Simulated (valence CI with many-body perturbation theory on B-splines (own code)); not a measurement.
Au XLIX in three bases

Calculated by relativistic CI+MBPT: three valence electrons over a frozen Dirac-Fock core [Ar] 3d10, radial functions for each j: 9 s, 9 p, 8 d, 6 f, 3 g, 1 h, with the one-electron correlation potential Σ1 (screened to all orders), the two-electron term Σ2, the three-electron term Σ3, Breit, model QED; selected single and double excitations, second order for the rest, scaled by the run's own slope (own B-spline code, finite nucleus).

No measured spectrum was set against this ion. As an estimate, large intervals hold to a few tenths of a per cent, small ones and those within an open d or f shell to about a per cent.

The reference run has the lowest level (4s^2 4p1/2) J=1/2 and an ionisation energy of 2708.97 eV. Its largest variational space holds 8889 state functions.

Levels are named by their leading jj configuration (3d3/2^4 stands for four electrons in 3d with j = 3/2), which in mixed levels can hold well under half, so a name can repeat and another be missing. Letters in brackets count levels of one name in rising energy.

Changed runs:
A. basis 6 s, 6 p, 5 d, 3 f, 1 g
B. basis 5 s, 5 p, 4 d, 2 f

Excitation energies of the reference run in cm⁻¹, and shifts in cm⁻¹:

```tsv
Level	Reference	A	B
(4s 4p1/2^2) J=1/2	886451	-13	+25
(4s^2 4p3/2) J=3/2	1123190	-42	-95
(4s 4p1/2 4p3/2) J=3/2 [a]	1889460	-195	-685
(4s 4p1/2 4p3/2) J=5/2	1964990	-64	-144
(4s 4p1/2 4p3/2) J=3/2 [b]	2070220	+24	+251
(4s 4p1/2 4p3/2) J=1/2	2089630	+28	+283
(4s^2 4d3/2) J=3/2	2567860	+160	+960
(4s^2 4d5/2) J=5/2	2782020	+57	+490
(4p1/2^2 4p3/2) J=3/2	2955540	-46	-32
(4s 4p3/2^2) J=5/2	3075460	-50	+36
(4s 4p3/2^2) J=1/2	3211730	+63	+498
(4s 4p3/2^2) J=3/2	3242070	+63	+521
Ionisation energy (eV)	2708.97	-0.026	-0.09
```
